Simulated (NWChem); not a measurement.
Program: NWChem. System: C₃H₂F₃, charge 1, spin multiplicity 1, at the geometry of a parent with another charge or spin, in a state set for the comparison that need not be this species' ground state. Level: MP2/def2-TZVP, 6 core orbitals frozen.

Job file:

```
start mol
memory heap 200 mb stack 900 mb global 1100 mb
charge 1
geometry units angstroms nocenter noautoz
  C     -0.203859    -2.134427     0.000000
  C      0.553210    -1.063783     0.000000
  C      0.016070     0.337950     0.000000
  F     -1.312288     0.375838     0.000000
  F      0.446985     1.006665    -1.074873
  F      0.446985     1.006665     1.074873
  H     -0.080309    -3.216193     0.000000
  H      1.652652    -1.124755     0.000000
  symmetry group Cs
end
basis spherical
  * library def2-tzvp
end
scf
  rhf
  nopen 0
  maxiter 100
  thresh 1e-7
  semidirect memsize 60000000 filesize 0
end
mp2
  freeze core 6
end
task mp2 energy
```

NWChem printed:

```
             Northwest Computational Chemistry Package (NWChem) 7.3.0
             --------------------------------------------------------

                                NWChem Input Module
                                -------------------

 Scaling coordinates for geometry "geometry" by  1.889725989
 (inverse scale =  0.529177249)

 Turning off AUTOSYM since
 SYMMETRY directive was detected!

                             Geometry "geometry" -> ""
                             -------------------------

 Output coordinates in angstroms (scale by  1.889725989 to convert to a.u.)

  No.       Tag          Charge          X              Y              Z
 ---- ---------------- ---------- -------------- -------------- --------------
    1 C                    6.0000    -0.20385900    -2.13442700     0.00000000
    2 C                    6.0000     0.55321000    -1.06378300     0.00000000
    3 C                    6.0000     0.01607000     0.33795000     0.00000000
    4 F                    9.0000    -1.31228800     0.37583800     0.00000000
    5 F                    9.0000     0.44698500     1.00666500    -1.07487300
    6 F                    9.0000     0.44698500     1.00666500     1.07487300
    7 H                    1.0000    -0.08030900    -3.21619300     0.00000000
    8 H                    1.0000     1.65265200    -1.12475500     0.00000000

 Effective nuclear repulsion energy (a.u.)     242.4131590454

            Nuclear Dipole moment (a.u.)
            ----------------------------
        X                 Y               Z
 ---------------- ---------------- ----------------
     0.0000132281     0.0000075589     0.0000000000

      Symmetry information
      --------------------

 Group name             Cs
 Group number              2
 Group order               2
 No. of unique centers     7

      Symmetry unique atoms

     1    2    3    4    5    7    8


 Summary of "ao basis" -> "" (spherical)
 ------------------------------------------------------------------------------
       Tag                 Description            Shells   Functions and Types
 ---------------- ------------------------------  ------  ---------------------
 *                         def2-tzvp                  on all atoms

 Summary of "ao basis" -> "ao basis" (spherical)
 ------------------------------------------------------------------------------
       Tag                 Description            Shells   Functions and Types
 ---------------- ------------------------------  ------  ---------------------
 C                         def2-tzvp                11       31   5s3p2d1f
 F                         def2-tzvp                11       31   5s3p2d1f
 H                         def2-tzvp                 4        6   3s1p

                                 NWChem SCF Module
                                 -----------------

  ao basis        = "ao basis"
  functions       =   198
  atoms           =     8
  closed shells   =    23
  open shells     =     0
  charge          =   1.00
  wavefunction    = RHF
  use symmetry    = T
  symmetry adapt  = T

 Summary of "ao basis" -> "ao basis" (spherical)
 ------------------------------------------------------------------------------
       Tag                 Description            Shells   Functions and Types
 ---------------- ------------------------------  ------  ---------------------
 C                         def2-tzvp                11       31   5s3p2d1f
 F                         def2-tzvp                11       31   5s3p2d1f
[...]
   189      2.417212  7 H  s                195      1.453343  8 H  s
     5     -1.430999  1 C  s                 36     -1.261359  2 C  s
    13      0.982602  1 C  py                 4     -0.747480  1 C  s
    44     -0.680296  2 C  py                67      0.593590  3 C  s
    43     -0.436318  2 C  px                41     -0.249707  2 C  py

 center of mass
 --------------
 x =  -0.03933511 y =   0.13310771 z =   0.00000000

 moments of inertia (a.u.)
 ------------------
         592.568711497661         -15.991123400603           0.000000000000
         -15.991123400603         325.326361671449           0.000000000000
           0.000000000000           0.000000000000         604.357929300902

  Mulliken analysis of the total density
  --------------------------------------

    Atom       Charge   Shell Charges
 -----------   ------   -------------------------------------------------------
    1 C    6     5.72   0.86  1.12  0.58  0.64  0.08  1.06  1.10  0.22  0.01  0.04  0.01
    2 C    6     6.07   0.86  1.12  0.51  0.61  0.06  1.23  1.35  0.25  0.02  0.05  0.01
    3 C    6     5.31   0.85  1.13  0.50  0.48 -0.03  1.06  0.88  0.01  0.08  0.30  0.04
    4 F    9     9.19   0.77  1.20  0.60  1.02  0.34  2.24  2.27  0.74  0.00  0.02  0.00
    5 F    9     9.18   0.77  1.20  0.60  1.02  0.33  2.23  2.26  0.74  0.00  0.02  0.00
    6 F    9     9.18   0.77  1.20  0.60  1.02  0.33  2.23  2.26  0.74  0.00  0.02  0.00
    7 H    1     0.66   0.23  0.38  0.02  0.03
    8 H    1     0.70   0.23  0.41  0.03  0.03

       Multipole analysis of the density wrt the origin
       ------------------------------------------------

     L   x y z        total         open         nuclear
     -   - - -        -----         ----         -------
     0   0 0 0      1.000000      0.000000     47.000000

     1   1 0 0      0.528244      0.000000      0.000013
     1   0 1 0     -3.812737      0.000000      0.000008
     1   0 0 1     -0.000000      0.000000      0.000000

     2   2 0 0    -19.153657      0.000000     85.420127
     2   1 1 0     -0.266533      0.000000      4.186330
     2   1 0 1     -0.000000      0.000000      0.000000
     2   0 2 0     -5.381061      0.000000    235.442903
     2   0 1 1     -0.000000      0.000000      0.000000
     2   0 0 2    -23.823652      0.000000     74.265051

                   NWChem MP2 Semi-direct Energy/Gradient Module
                   ---------------------------------------------

  Basis functions       =    198
  Molecular orbitals    =    198
  Frozen core           =      6
  Frozen virtuals       =      0
  Active alpha occupied =     17
  Active beta occupied  =     17
  Active alpha virtual  =    175
  Active beta virtual   =    175
  Use MO symmetry       = T
  Use skeleton AO sym   = T

  AO/Fock/Back tols     =   1.0D-09  1.0D-09  1.0D-09

 GA uses MA = F    GA memory limited = T

 Available:
  local mem=  1.26D+08
 global mem=  1.44D+08
 local disk=  0.00D+00
  mp2_memr nvloc                   175
  nvloc new                   175
   1 passes of  17:        5242880                     228666                 190309910.
   1 passes of  17: M    126043137           G      144100792           F     120800257.
  mp2_memr nvloc                   175
  nvloc new                   175
   2 passes of   9:        5242880                     158694                 100783830.
   2 passes of   9: M    126043137           G      144100792           F     120800257.

 Semi-direct pass number   1 of   2  for RHF alpha+beta  at       43.7s
  vrange nnbf                 18808
  mp2_eaftype                   384  avail_ma_in_mb                  1098
 EAF : mp2_eaftype filesize         384   50391915.
  mp2_eaf for mointskh                    384
Node 0 wrote    237.0 Mb in      0.3 s     Agg I/O rate:   933.9 Mb/s
 Done moints_semi at       61.4s
  mp2_eaftype                   384  avail_ma_in_mb                   714
 EAF : mp2_eaftype filesize         384   50391915.
  mp2_eaf for kh                   384
 Done maket at       61.9s
 Semi-direct pass number   2 of   2  for RHF alpha+beta  at       61.9s
  vrange nnbf                 18808
  mp2_eaftype                   384  avail_ma_in_mb                   714
 EAF : mp2_eaftype filesize         384   50391915.
  mp2_eaf for mointskh                    384
Node 0 wrote    210.6 Mb in      0.2 s     Agg I/O rate:  1261.0 Mb/s
 Done moints_semi at       78.8s
  mp2_eaftype                   384  avail_ma_in_mb                   714
 EAF : mp2_eaftype filesize         384   50391915.
  mp2_eaf for kh                   384
 Done maket at       79.3s
 Done multipass loop at       79.3s

          -------------------------------------------
          SCF energy                -412.813030291632
          Correlation energy          -1.163101628234
          Singlet pairs               -0.716089231667
          Triplet pairs               -0.447012396567
          Total MP2 energy          -413.976131919866
          -------------------------------------------

          ---------------------------------------------------
                    Spin Component Scaled (SCS) MP2
          Same spin pairs                     -0.298008264378
          Same spin scaling factor             0.333333333333
          Opposite spin pairs                 -0.865093363856
          Opposite spin scaling fact.          1.200000000000
          SCS-MP2 correlation energy          -1.137448124753
          Total SCS-MP2 energy              -413.950478416386
          ---------------------------------------------------

 -----------------------
 Performance information
 -----------------------

 Timer overhead =  9.66D-08 seconds/call

               Nr. of calls         CPU time (s)                 Wall time (s)                GFlops
             ---------------    -------------------     ------------------------------   -------------------
Name         Min   Avg   Max    Min     Avg     Max     Min     Avg     Max   Mx/calls   Min     Max     Sum
mp2: moin     2     2     2    34.     34.     34.      34.     34.     34.     17.      0.0     0.0     0.0
mp2: make     2     2     2    1.1     1.1     1.1      1.1     1.1     1.1    0.54      0.0     0.0     0.0
mp2: tota     1     1     1    36.     36.     36.      36.     36.     36.     36.      0.0     0.0     0.0

 The average no. of pstat calls per process was 5.00D+00
 with a timing overhead of 4.83D-07s

 Task  times  cpu:       79.3s     wall:       79.3s

 Total times  cpu:       79.3s     wall:       79.3s
```
